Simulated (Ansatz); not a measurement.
`CO[CH2][AlH][F]` and `F[CH2][AlH][F]` differ in one atom or group.

Ansatz, PBE0-D4/def2-TZVP geometries, multiplicity 1. Each molecule was computed in one conformer, which needn't be the lowest.

| property | `CO[CH2][AlH][F]` |
| --- | --- |
| HOMO–LUMO gap (ωB97M-V/def2-TZVPP) / eV | 9.85 |
| HOMO–LUMO gap (PBE/def2-TZVPP) / eV | 3.80 |
| HOMO energy (B3LYP/def2-TZVPP) / eV | -6.77 |
| LUMO energy (PBE0/def2-TZVPP) / eV | -1.00 |
| LUMO energy (PBE/def2-TZVPP) / eV | -1.77 |
| size of the dipole moment (ωB97M-V/def2-TZVPP) / D | 1.42 |

Task: Give the same properties after the change, and the shifts. (An estimate is asked.)

Result: The calculation gave: 
```
                                          property  `F[CH2][AlH][F]`  shift
           HOMO–LUMO gap (ωB97M-V/def2-TZVPP) / eV             10.82   0.97
               HOMO–LUMO gap (PBE/def2-TZVPP) / eV              4.76   0.96
               HOMO energy (B3LYP/def2-TZVPP) / eV             -7.92  -1.15
                LUMO energy (PBE0/def2-TZVPP) / eV             -1.14  -0.14
                 LUMO energy (PBE/def2-TZVPP) / eV             -1.90  -0.13
size of the dipole moment (ωB97M-V/def2-TZVPP) / D              2.56   1.14
```

With PBE0 the HOMO falls by 1.15 eV and the LUMO falls by 0.14 eV, so the gap widens by about 1.01 eV. PBE moves the HOMO by -1.09 eV and ωB97M-V by -1.13 eV. Dipoles are sizes alone; their direction can turn.

B3LYP here is the variant with VWN-RPA as its local correlation; programs differ in this.
